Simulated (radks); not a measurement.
Results of a calculation; reference values are marked as such.
Problem. The iridium ion Ir35+, configuration [Kr] 4d6. Code: a radial shooting solver on a logarithmic mesh with Libxc functionals. Model: Dirac Kohn-Sham, relativistic LDA (MacDonald-Vosko exchange, VWN5 correlation), spin-unpolarised, spherical densities, finite nucleus; open shells fill j = l - 1/2 first; Fermi nuclear charge, rms radius 5.4032 fm.

Spin-orbit splittings of the eigenvalues, e(l+1/2) - e(l-1/2), with zeta = 2 splitting/(2l+1) and mean radii in bohr:

shell  occ.  splitting (eV)  zeta (eV)  <r> j=l-1/2  <r> j=l+1/2
2p        6            1605       1070      0.06040      0.06866
3p        6           357.8      238.5       0.1793       0.1940
3d       10           77.92      31.17       0.1690       0.1735
4p        6               ?          ?       0.3894       0.4129
4d        6           22.54      9.016       0.4036       0.4103

Estimate the 4p splitting.

Solution. 106.9 eV (zeta = 71.26 eV).
